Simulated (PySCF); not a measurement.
Computed with PBE-D3(BJ)/def2-TZVP // PBE-D3(BJ)/def2-SVP run with PySCF. Gas-phase values, no solvent. Excitations are Tamm–Dancoff values on a coarser integration grid. The basis has no diffuse functions, so Rydberg states are missing or too high.

Reference species (SMILES): `c1cc2occc2o1` (neutral, multiplicity 1).

| Property | Result |
|---|---|
| brightest of the four lowest singlets (TDA) | 5.33 eV |
| HOMO–LUMO gap | 3.81 eV |

Changed species: `Cn1ccc2c1ccn2C` (E = N(C); the reference has E = O).

Predict the effect on the brightest of the four lowest singlets (TDA) and HOMO–LUMO gap.

the brightest of the four lowest singlets (TDA) decreases by 0.44 eV, to 4.89 eV; the HOMO–LUMO gap increases by 0.08 eV, to 3.89 eV.
